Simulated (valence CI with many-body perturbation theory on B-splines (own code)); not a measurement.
Dy LXI: calculated level list

Calculated by valence CI with perturbative core correlation (CI+MBPT): four valence electrons over a frozen Dirac-Fock core [He], radial functions for each j: 11 s, 11 p, 10 d, 8 f, 5 g, 2 h, with the one-electron correlation potential Σ1 (screened to all orders), the two-electron term Σ2, the three-electron term Σ3, Breit, model QED; selected single and double excitations, second order for the rest, scaled by the run's own slope (own B-spline code, finite nucleus).

The last digits are not significant, and no measured levels were compared; by estimate large intervals hold to a few tenths of a per cent, small ones and those within an open d or f shell to about a per cent. Among the levels kept, up to 930 cm⁻¹ of a level comes from second order outside the variational space, and about a tenth of that is noise between levels of different J, which matters for small intervals.

Levels 181 to 208 of 208, with energies above the lowest level, (2s^2 2p1/2^2) J=0. "Leading %" is the weight of the configuration and term that name the level; weights of strongly mixed levels are sums over their largest components and can fall short. In the jj column 3d3/2^4 stands for four electrons in 3d with j = 3/2. Lifetimes count E1, E2, E3, M1 and M2 decay at the calculated energies, and are blank where another channel may lead or the interval is too uncertain; long ones can be off by a factor of two.

```
No.  Configuration  Term  J  E (eV)  Leading %  Lifetime      g                   Leading jj
181      2s 2p2 3d    3D  2   10406         56    820 as  1.135      2s 2p3/2^2 3d3/2 (69 %)
182      2s 2p2 3d    3P  0   10413         70    747 as             2s 2p3/2^2 3d3/2 (82 %)
183      2s 2p2 3d    3F  4   10448         63   66.0 fs  1.178      2s 2p3/2^2 3d5/2 (97 %)
184      2s 2p2 3d    3D  3   10451         75   32.4 fs  1.275      2s 2p3/2^2 3d5/2 (99 %)
185      2s 2p2 3d    3D  3   10457         47    889 as  1.236      2s 2p3/2^2 3d5/2 (98 %)
186      2s 2p2 3d    1D  2   10465         49   5.60 fs  1.066      2s 2p3/2^2 3d5/2 (97 %)
187      2s 2p2 3d    3P  1   10468         37    890 as  1.175      2s 2p3/2^2 3d5/2 (96 %)
188      2s 2p2 3d    1D  2   10482         35    577 as  1.141      2s 2p3/2^2 3d5/2 (94 %)
189         2p3 3p    5P  3   10498         54   3.79 fs  1.382   2p1/2 2p3/2^2 3p3/2 (99 %)
190         2p3 3p    3P  0   10501         99   3.45 fs          2p1/2 2p3/2^2 3p3/2 (99 %)
191         2p3 3p    3P  2   10501         38   3.13 fs  1.411   2p1/2 2p3/2^2 3p3/2 (97 %)
192         2p3 3p    1P  1   10516         48   3.37 fs  0.979   2p1/2 2p3/2^2 3p3/2 (98 %)
193         2p3 3p    3D  3   10521         68   3.81 fs  1.206   2p1/2 2p3/2^2 3p3/2 (99 %)
194         2p3 3p    3F  4   10522         98   3.94 fs  1.226   2p1/2 2p3/2^2 3p3/2 (98 %)
195         2p3 3p    3P  1   10550         77   3.59 fs  1.444  2p1/2 2p3/2^2 3p3/2 (100 %)
196         2p3 3p    1D  2   10562         51   3.77 fs  1.142   2p1/2 2p3/2^2 3p3/2 (99 %)
197         2p3 3d   5D°  1   10571         46   7.02 fs  1.029   2p1/2 2p3/2^2 3d3/2 (99 %)
198         2p3 3d   3F°  2   10573         40   8.78 fs  1.062   2p1/2 2p3/2^2 3d3/2 (99 %)
199         2p3 3d   5D°  0   10574         54   4.37 fs          2p1/2 2p3/2^2 3d3/2 (99 %)
200         2p3 3d   3G°  3   10578         40   4.66 fs  1.075   2p1/2 2p3/2^2 3d3/2 (99 %)
201         2p3 3p    3P  1   10581         50   3.56 fs  1.489  2p1/2 2p3/2^2 3p3/2 (100 %)
202         2p3 3p    3D  2   10584         44   3.55 fs  1.141   2p1/2 2p3/2^2 3p3/2 (99 %)
203         2p3 3d   3G°  4   10592         51    102 fs  1.031  2p1/2 2p3/2^2 3d3/2 (100 %)
204         2p3 3d   3F°  3   10608         40    973 as  1.137   2p1/2 2p3/2^2 3d3/2 (98 %)
205         2p3 3d   3P°  2   10610         34    938 as  1.210   2p1/2 2p3/2^2 3d3/2 (97 %)
206         2p3 3d   3P°  1   10616         39    825 as  1.386   2p1/2 2p3/2^2 3d3/2 (96 %)
207         2p3 3d   5D°  4   10633         55   98.5 fs  1.284  2p1/2 2p3/2^2 3d5/2 (100 %)
208         2p3 3d   3D°  3   10636         51   24.0 fs  1.300  2p1/2 2p3/2^2 3d5/2 (100 %)
```
